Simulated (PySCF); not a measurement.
**Relaxation of singlet OsF₄**

Method: PySCF, PBE0, basis Os def2-SVP with ECP60, F def2-SVP (scalar-relativistic core potentials, no spin–orbit coupling, density fitting). A (50,194) grid was used.

A start displaced from a saddle point along its imaginary mode, with no symmetry imposed:

Coordinates in bohr (charge 0 multiplicity 1):
```
Os    0.0398   -0.1492    0.0060
F     0.0550    3.1841   -1.3384
F    -0.3527   -3.0295   -1.9413
F     2.9956    0.8458    1.6619
F    -3.1004    0.5076    1.5576
```

Optimiser trace:
| step | E − E(last) (kJ/mol) | largest gradient (Eh/bohr) |
| --- | --- | --- |
| 0 | 11.98 | 0.02258 |
| 1 | 3.96 | 0.01112 |
| 2 | 1.72 | 0.00210 |
| 3 | 0.81 | 0.00199 |
| 4 | 0.42 | 0.00160 |
| 5 | 0.23 | 0.00071 |
| 6 | 0.09 | 0.00069 |
| 7 | 0.02 | 0.00077 |
| 8 | 0.00 | 0.00038 |
| 9 | 0.00 | 0.00005 |

It ends at Cs with Os–F 1.825 Å, Os–F 1.849 Å (×2), Os–F 1.866 Å; F–Os–F 87.7° (×2), F–Os–F 111.9° (×2), F–Os–F 126.3°, F–Os–F 129.3° (after a last refinement on a finer grid). The frequency run here used a shortcut that can spoil soft modes, so no verdict on minimum or saddle point is given. Other isomers or separated fragments may lie lower.

Final geometry:
Z-matrix (Å, degrees; charge 0 multiplicity 1):
```
Os
F  1 1.8664
F  1 1.8252 2 129.29
F  1 1.8492 2 87.66 3 116.74
F  1 1.8492 2 87.66 3 -116.74
```

Stability towards spin polarisation was not tested. At this level a quintet minimum of D4h symmetry lies 131 kJ/mol below this structure. No spin–orbit coupling is included, which matters more the heavier the element.

The relaxation took about 60 core-seconds on a shared host.
